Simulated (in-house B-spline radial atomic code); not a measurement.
The numbers below are computed, except where a source is named.
What the choice of pseudopotential does to G0W0 on PBE: Sb

All numbers come from an all-electron radial atomic-structure program (B-spline basis), non-relativistic (model numbers for so heavy an element), configuration [Kr] 4d10 5s2 5p3, open shells at high spin. Semilocal Troullier-Martins pseudo-atoms, one channel per l, are made with PBE or LDA for several valence sets and radii, with or without a model core, and set against the all-electron atom. One channel fits only the lowest state of its l, so a second state of that l is approximate. All electrons give 5p up: PBE -5.533 eV, G0W0 -8.916 eV, 5s down: PBE -10.646 eV, G0W0 -14.008 eV. Potentials are made in the ion's own configuration unless the neutral atom is named, and a smooth local potential serves every l without a channel. Potentials that miss their own reference levels by more than 6 millihartree, or need radii over 3.5 bohr, are left out. Columns give pseudo minus all-electron, in eV; a dash marks a level in the core or of low weight.

```json
{"valence": "5s 5p", "made with": "PBE", "radii (bohr)": "s 1.58 p 1.91", "model core (bohr)": "none", "5p up PBE": "-0.01", "5p up G0W0": "-0.02", "5s down PBE": "+0.22", "5s down G0W0": "+0.39"}
{"valence": "5s 5p", "made with": "PBE", "radii (bohr)": "s 2.27 p 2.75", "model core (bohr)": "none", "5p up PBE": "0.00", "5p up G0W0": "+0.07", "5s down PBE": "+0.23", "5s down G0W0": "+0.40"}
{"valence": "5s 5p", "made with": "PBE", "radii (bohr)": "s 1.98 p 2.39", "model core (bohr)": "1.67", "5p up PBE": "0.00", "5p up G0W0": "+0.05", "5s down PBE": "-0.01", "5s down G0W0": "+0.13"}
{"valence": "5s 5p", "made with": "PBE", "radii (bohr)": "s 2.57 p 3.11", "model core (bohr)": "1.67", "5p up PBE": "0.00", "5p up G0W0": "+0.10", "5s down PBE": "-0.05", "5s down G0W0": "+0.13"}
{"valence": "4d 5s 5p", "made with": "PBE", "radii (bohr)": "s 1.58 p 1.91 d 0.67", "model core (bohr)": "none", "5p up PBE": "-0.01", "5p up G0W0": "-0.25", "5s down PBE": "+0.06", "5s down G0W0": "-0.29"}
{"valence": "4d 5s 5p", "made with": "PBE", "radii (bohr)": "s 1.58 p 1.91 d 0.67", "model core (bohr)": "0.66", "5p up PBE": "0.00", "5p up G0W0": "-0.24", "5s down PBE": "0.00", "5s down G0W0": "-0.35"}
{"valence": "4d 5s 5p", "made with": "PBE", "radii (bohr)": "s 2.27 p 2.75 d 0.97", "model core (bohr)": "0.66", "5p up PBE": "0.00", "5p up G0W0": "-0.25", "5s down PBE": "-0.01", "5s down G0W0": "-0.37"}
{"valence": "4p 4d 5s 5p", "made with": "PBE", "radii (bohr)": "s 1.78 p 0.70 d 0.76", "model core (bohr)": "none", "5p up PBE": "-0.14", "5p up G0W0": "-0.09", "5s down PBE": "+0.01", "5s down G0W0": "-0.96"}
{"valence": "4p 4d 5s 5p", "made with": "PBE", "radii (bohr)": "s 1.98 p 0.78 d 0.84", "model core (bohr)": "none", "5p up PBE": "-0.08", "5p up G0W0": "-0.02", "5s down PBE": "+0.01", "5s down G0W0": "-0.91"}
{"valence": "4p 4d 5s 5p", "made with": "PBE", "radii (bohr)": "s 2.57 p 1.01 d 1.09", "model core (bohr)": "none", "5p up PBE": "-0.10", "5p up G0W0": "-0.03", "5s down PBE": "0.00", "5s down G0W0": "-1.11"}
{"valence": "4p 4d 5s 5p", "made with": "PBE", "radii (bohr)": "s 1.78 p 0.70 d 0.76", "model core (bohr)": "0.53", "5p up PBE": "-0.13", "5p up G0W0": "-0.09", "5s down PBE": "0.00", "5s down G0W0": "-0.97"}
{"valence": "4p 4d 5s 5p", "made with": "PBE", "radii (bohr)": "s 1.98 p 0.78 d 0.84", "model core (bohr)": "0.53", "5p up PBE": "-0.08", "5p up G0W0": "-0.02", "5s down PBE": "0.00", "5s down G0W0": "-0.92"}
{"valence": "4p 4d 5s 5p", "made with": "PBE", "radii (bohr)": "s 2.27 p 0.90 d 0.97", "model core (bohr)": "0.53", "5p up PBE": "-0.07", "5p up G0W0": "+0.01", "5s down PBE": "0.00", "5s down G0W0": "-0.97"}
{"valence": "4p 4d 5s 5p", "made with": "PBE", "radii (bohr)": "s 2.57 p 1.01 d 1.09", "model core (bohr)": "0.53", "5p up PBE": "-0.10", "5p up G0W0": "-0.02", "5s down PBE": "-0.01", "5s down G0W0": "-1.12"}
```

Problem. How does the G0W0 shift of 5p up, which all sets hold, depend on the valence set?

Solution. Mean size: 4p 4d 5s 5p: 0.04 eV; 5s 5p: 0.06 eV; 4d 5s 5p: 0.24 eV. A larger valence set can do worse when it takes only part of a shell, whose exchange with the frozen rest is then left to the functional. The means mix radii and the functional used in making the potentials.
